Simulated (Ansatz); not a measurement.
`F[SiH]([GaH2])[SeH]` + H₂S → `F[SiH](S)[GaH2]` + H₂Se at 700 K and 1 bar (ligand exchange at the Si–Se bond).

Gas-phase electronic energies from Ansatz, PBE0-D4/def2-TZVP geometries. CCSD(T)/CBS adds triple-zeta CCSD(T) − MP2 to the extrapolated MP2 energy (def2 sets, frozen cores). This one scheme is used for every species. For Ga, Se outer-core shells are correlated without core-valence functions, which leaves a few kJ/mol of doubt a bond. Scalar relativity is left out up to krypton. One conformer a species, not always the lowest.

| species | CCSD(T)/CBS energy (Eh) | H − E (kJ/mol) | S (J/(mol·K)) |
| --- | --- | --- | --- |
| `F[SiH]([GaH2])[SeH]` | -4715.99501 | 165.1 | 492.4 |
| H₂S | -398.97279 | 64.8 | 236.9 |
| `F[SiH](S)[GaH2]` | -2713.06708 | 167.2 | 477.1 |
| H₂Se | -2401.89790 | 61.1 | 251.1 |

H − E and S are ideal-gas, rigid-rotor, harmonic terms from PBE0-D4/def2-TZVP, for one conformer and one mirror image of each species. 1 Eh = 2625.50 kJ/mol, R = 8.31446 J/(mol·K).

Task: By hand: ΔE, ΔH, ΔS and ΔG.

Result: ΔE = (-2713.06708) + (-2401.89790) − (-4715.99501) − (-398.97279) = 0.00282 Eh = 7.4 kJ/mol. Δ(H − E) = 167.2 + 61.1 − 165.1 − 64.8 = -1.6, so ΔH = 5.8 kJ/mol. ΔS = 477.1 + 251.1 − 492.4 − 236.9 = -1.1 J/(mol·K). ΔG = 5.8 − 700 × (-1.1)/1000 = 6.6 kJ/mol.

Task: By hand: the equilibrium constant, and the temperature at which ΔG would vanish if ΔH and ΔS stayed fixed.

Result: log₁₀ K = −ΔG/(RT ln 10) = -0.5. ΔH and −TΔS have one sign here, so there is no such temperature. One of them is within its doubt of zero, so this could turn.

The number of gas molecules stays the same, so ΔS is small and ΔH decides. A doubt of 5 kJ/mol in ΔE shifts log₁₀ K by 0.4 here. Other conformers and mirror images would add mixing entropy, several J/(mol·K) or more a flexible species. Modes under 60 cm⁻¹, often nearly free rotors, make the harmonic entropy too high. These are equilibria of isolated gas molecules and say nothing of rates. Largest T1 diagnostic: 0.013 (customary marks: 0.02 for closed shells, 0.045 for open ones).
